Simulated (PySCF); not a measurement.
N-methylpyridinium, C₆H₈N (charge +1).
Atom-mapped SMILES: `[CH3:1][n+:2]1[cH:3][cH:4][cH:5][cH:6][cH:7]1` (hydrogens: H8, H9, H10 on C1; H11 on C3; H12 on C4; H13 on C5; H14 on C6; H15 on C7)

Geometry (PBE0-D3(BJ)/def2-SVP, Å), atoms numbered from 1 in this order:
```xyz
15
C6H8N angstrom
C      2.029   -0.214    0.070
N      0.573   -0.028    0.117
C     -0.226   -1.115    0.139
C     -1.600   -0.982    0.213
C     -2.158    0.296    0.263
C     -1.316    1.406    0.239
C      0.052    1.214    0.165
H      2.388   -0.545    1.054
H      2.276   -0.968   -0.689
H      2.508    0.734   -0.195
H      0.272   -2.085    0.097
H     -2.222   -1.878    0.228
H     -3.241    0.424    0.319
H     -1.710    2.423    0.274
H      0.762    2.043    0.142
```

The closed-shell ground state was solved at several levels (PySCF, density fitting, gas phase, non-relativistic).

| level | basis functions | total energy (Eh) | HOMO (eV) | LUMO (eV) | gap (eV) |
| --- | --- | --- | --- | --- | --- |
| B3LYP/pcJ-1 | 269 | -287.9818 | -12.94 | -6.95 | 5.99 |
| B97-2/pcSseg-2 | 364 | -287.9667 | -12.86 | -6.78 | 6.08 |
| PBE0/def2-SVPD | 204 | -287.4311 | -13.15 | -6.76 | 6.39 |

**Question.** What might PBE0/pcSseg-1 (159 basis functions) give for the same quantities?

**Answer.** Total energy -287.5849 Eh, HOMO -13.19 eV, LUMO -6.78 eV, gap 6.41 eV.

**Question.** Over all these levels, which gives the widest orbital gap and which the narrowest?

**Answer.** PBE0/pcSseg-1 (global hybrid, 25 % exact exchange) has the widest, 6.41 eV, and B3LYP/pcJ-1 (global hybrid, 20 % exact exchange) the narrowest, 5.99 eV. Functional and basis both differ between the two, so the spread mixes both effects.
